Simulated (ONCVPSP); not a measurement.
## Potentials for F compared

Generated with ld1.x 7.5 (TM, RRKJ, ultrasoft, PAW), atompaw 4.2 or ONCVPSP 4.0.1. The cutoff is in Ry: for ld1.x and atompaw files where the sum of valence levels is converged to 10 mRy in a Bessel basis, for ONCV files where the hardest occupied wave has 1 mHa per electron of residual kinetic energy. The error is the largest all-electron minus pseudo excitation energy over each file’s own four to seven test configurations (ionisations up to +4, promotions, holes and added fractions of an electron), all of which were solved. The labels leave out finer settings (local radius, basis sizes, second energies), which also bear on the numbers. Spin-polarised tests are not counted. The rows are a selection from randomly drawn settings: files with unsolved tests, undetermined cutoffs or missed reference levels are left out.

A true bound ghost makes a file unfit for plane-wave use even where its test errors are small: the radial tests pick states by their node count and pass the ghost by.

| potential | cutoff (Ry) | largest error (meV) | bound ghosts |
| --- | --- | --- | --- |
| ONCV, PBE, scalar-relativistic, rc 0.85/0.85/0.90 (spd), local p, core correction yes, reference 2s2 2p3.5, qcut 8.3/19.6/10.7, projectors 2/0/2 | 277 | +4.8 | none |
| ONCV, PBE, non-relativistic, rc 0.60/1.85 (sp), local s, core correction yes, reference 2s2 2p5, qcut 8.7/5.8, projectors 0/2 | 310 | +8517 | none |
| ONCV, LDA (Perdew-Wang 92), scalar-relativistic, rc 0.40/1.65/1.75 (spd), local smoothed, core correction yes, reference 2s1.5 2p5.5, qcut 20.7/6.6/5.9, projectors 1/2/2 | 1121 | +1181 | d |
| ONCV, PBEsol, scalar-relativistic, rc 0.55/0.95/0.85 (spd), local smoothed, core correction yes, reference 2s1.5 2p5.5, qcut 11.2/15.2/9.5, projectors 3/3/2 | 1479 | +14 | s |
| ONCV, PBE, non-relativistic, rc 0.80/1.15 (sp), local smoothed, core correction yes, reference 2s2 2p5, qcut 9.6/9.6, projectors 1/2 | 88 | +479 | none |
| ONCV, PBE, scalar-relativistic, rc 0.40/1.70 (sp), local smoothed, core correction no, reference 1s2 2s2 2p3, qcut 38/9, projectors 2/3 | 1068 | +629 | none |

(1) Fill in the row for F: ONCV, PBE, fully relativistic, rc 0.55/1.50/1.65 (spd), local smoothed, core correction yes, reference 2s1.75 2p5.25, qcut 11.1/9.5/6.1, projectors 2/2/2.

(2) Fill in the row for F: ONCV, PBE, scalar-relativistic, rc 0.60/1.35/1.45 (spd), local smoothed, core correction yes, reference 2s2 2p5, qcut 13.2/12.1/6.1, projectors 2/2/3.

## Answers

(1) cutoff 540 Ry, largest error +3401 meV, bound ghosts: s, d5/2, d3/2.

(2) cutoff 114 Ry, largest error +547 meV, bound ghosts: s, d.
